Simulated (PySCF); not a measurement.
Tautomers of CC(=O)S. Gas-phase values, no solvent. One relaxed conformer stands for each flexible species; it need not be the lowest. Strings in code marks are SMILES.

Quantity: vertical ionisation energy (energy after one electron is removed minus that of the parent at the parent's geometry), in eV.

A: `C=C(O)S` (S–C–O–H torsion 180°, O–C–S–H torsion -180°)
B: `CC(O)=S` (S–C–O–H torsion 0°)
C: `CC(=O)S` (O–C–S–H torsion 180°)

Problem. Rank these by vertical ionisation energy (energy after one electron is removed minus that of the parent at the parent's geometry) (lowest first), as B3LYP/6-31G* // B3LYP-D3(BJ)/def2-TZVP (PySCF) gives it.

Solution. A (8.40 eV), B (9.03 eV), C (10.14 eV)
